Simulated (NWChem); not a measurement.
# CH₄O₃W; SMILES [CH3][W](=[O])(=[O])[OH]

```xyz
9

W      0.0522     0.0358     0.0000
O      1.0314    -0.1833     1.3773
O      1.0288    -0.1844    -1.3791
O     -0.9288     1.6337     0.0001
H     -0.8223     2.5885     0.0014
C     -1.2636    -1.6090     0.0014
H     -1.8977    -1.5783     0.9031
H     -0.7061    -2.5584    -0.0029
H     -1.9034    -1.5738    -0.8961
```
Atoms are numbered in this order, from 1.

Results from NWChem. Medium grid unless said otherwise, to which SCAN and Minnesota functionals are sensitive. Structure relaxed at the PBE0/def2-SVP level. Not confirmed as a minimum by frequencies. def2 effective core potentials on W; no spin-orbit coupling.

For level PBE/def2-SVP:

```
Quantity                     Result
---------------------------  ------
highest occupied level (eV)   -7.07
orbital gap (eV)               4.53
```

**Question.** Estimate the same quantities for level M06-L/def2-SVP.

**Answer.** The highest occupied level (eV) is -7.43 and the orbital gap (eV) is 4.97.
